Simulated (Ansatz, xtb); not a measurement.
**C6H6Cl2: 8 structures ranked**

8 gas-phase structures of C6H6Cl2, from a drawn sample of its isomers (lower ones may exist). Each was relaxed with GFN2-xTB:

A. `C=C/C=C(Cl)\C=C/Cl`, a singlet
B. `Cl[C@@H]1C=CC=C[C@@H]1Cl`, a singlet
C. `C=CC(=C)C=C(Cl)Cl`, a singlet
D. `C=C1C=C(C)C1(Cl)Cl`, a singlet
E. `C=C(Cl)/C=C\C=C/Cl`, a singlet
F. `Cl[C@@H]1[C@@H]2[C@@H]3C[C@H]1[C@]23Cl`, a singlet
G. `Cl/C=C1/C=C(CCl)C1`, a singlet
H. `C=CC(=C)/C(Cl)=C/Cl`, a singlet

Problem. Which do you expect lowest at r2SCAN-D4/def2-SVP, and how would the others follow?

Solution. Calculated order at r2SCAN-D4/def2-SVP: B (0.000), E (0.724), A (0.873), D (1.028), H (1.036), G (1.117), C (1.157), F (1.526) eV. Less than 1 kcal/mol parts D and H; G and C, so the order within those pairs means little.

Energies above the lowest of each column, in eV; the last columns are at B3LYP/def2-SVP geometries and were run for some of them only (a dash: not run or not comparable):

```json
{"structure": "B", "GFN2-xTB": "0.000", "HF/STO-3G": "0.000", "r2SCAN-D4/def2-SVP": "0.000", "B3LYP/def2-SVP": "0.000", "CCSD(T)/def2-SVP + ΔMP2/def2-TZVPP": "0.000"}
{"structure": "E", "GFN2-xTB": "0.940", "HF/STO-3G": "2.055", "r2SCAN-D4/def2-SVP": "0.724", "B3LYP/def2-SVP": "0.552", "CCSD(T)/def2-SVP + ΔMP2/def2-TZVPP": "0.790"}
{"structure": "A", "GFN2-xTB": "0.970", "HF/STO-3G": "2.232", "r2SCAN-D4/def2-SVP": "0.873", "B3LYP/def2-SVP": "0.687", "CCSD(T)/def2-SVP + ΔMP2/def2-TZVPP": "0.911"}
{"structure": "D", "GFN2-xTB": "0.823", "HF/STO-3G": "1.315", "r2SCAN-D4/def2-SVP": "1.028", "B3LYP/def2-SVP": "–", "CCSD(T)/def2-SVP + ΔMP2/def2-TZVPP": "–"}
{"structure": "H", "GFN2-xTB": "1.106", "HF/STO-3G": "2.234", "r2SCAN-D4/def2-SVP": "1.036", "B3LYP/def2-SVP": "–", "CCSD(T)/def2-SVP + ΔMP2/def2-TZVPP": "–"}
{"structure": "G", "GFN2-xTB": "0.886", "HF/STO-3G": "1.239", "r2SCAN-D4/def2-SVP": "1.117", "B3LYP/def2-SVP": "–", "CCSD(T)/def2-SVP + ΔMP2/def2-TZVPP": "–"}
{"structure": "C", "GFN2-xTB": "1.133", "HF/STO-3G": "2.358", "r2SCAN-D4/def2-SVP": "1.157", "B3LYP/def2-SVP": "–", "CCSD(T)/def2-SVP + ΔMP2/def2-TZVPP": "–"}
{"structure": "F", "GFN2-xTB": "0.572", "HF/STO-3G": "0.564", "r2SCAN-D4/def2-SVP": "1.526", "B3LYP/def2-SVP": "–", "CCSD(T)/def2-SVP + ΔMP2/def2-TZVPP": "–"}
```

Every level run on B puts it lowest or level with the lowest. Flexible structures stand in one conformer each, not always the lowest. Frequencies (GFN2-xTB) were run for A, B, E alone. ΔMP2 is the change of the MP2 energy from the smaller to the larger basis.

Over these structures GFN2-xTB departs from r2SCAN-D4/def2-SVP by 0.251 eV on average once a common shift is removed. A GFN2-xTB relaxation took about 0.087 s and the r2SCAN-D4/def2-SVP energy about 2.2 s on a shared host (Ansatz 0.2.0, xtb 6.7.1).
